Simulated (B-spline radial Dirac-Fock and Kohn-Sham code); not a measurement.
# Dipole and non-dipole photoemission parameters of As⁴⁺ 3p3/2

System: the As⁴⁺ ion, [Ar] 3d10 4s1; threshold 196.1 eV (orbital energy of the model). Method: Dirac-Hartree-Slater photoionisation with a Latter tail; cross sections with all multipoles, angular parameters from the dipole term and its interference with E2. Computed with an atomic code on a B-spline grid.

For linearly polarised light dσ/dΩ = σ/(4π) [1 + β P₂(cos θ) + (δ + γ cos²θ) sin θ cos φ], with θ from the polarisation vector and φ the angle between the beam and the projection of the electron momentum on the plane normal to the polarisation.

```
hν (eV)  σ (kb)      β       γ      δ
    210     482  0.072  -0.036  0.087
    225     496  0.405   0.067  0.070
    231     499  0.507   0.098  0.064
    305     461  1.145   0.178  0.019
    574     228  1.570  -0.015  0.001
    697     166  1.609  -0.023  0.002
    763     142  1.619  -0.016  0.002
    800     131  1.623  -0.010  0.003
 1486.9       ?      ?       ?      ?
   1970    18.8  1.538   0.380  0.016
   2000    18.2  1.535   0.390  0.017
   2340    12.3  1.496   0.494  0.022
   2780    7.83  1.447   0.614  0.029
   2880    7.13  1.437   0.640  0.030
 2984.4    6.49  1.425   0.665  0.032
   4000    2.90  1.325   0.877  0.050
   4430    2.17  1.286   0.952  0.058
   5550    1.12  1.194   1.115  0.079
   6660   0.649  1.115   1.242  0.100
   6740   0.626  1.110   1.251  0.101
  12000   0.100  0.838   1.609  0.199
  13200  0.0734  0.792   1.660  0.220
  15000  0.0479  0.729   1.722  0.251
```

Task: Give the values at Al Kα (taken as 1486.9 eV).

Result: σ = 36.6 kb, β = 1.591, γ = 0.214, δ = 0.010.
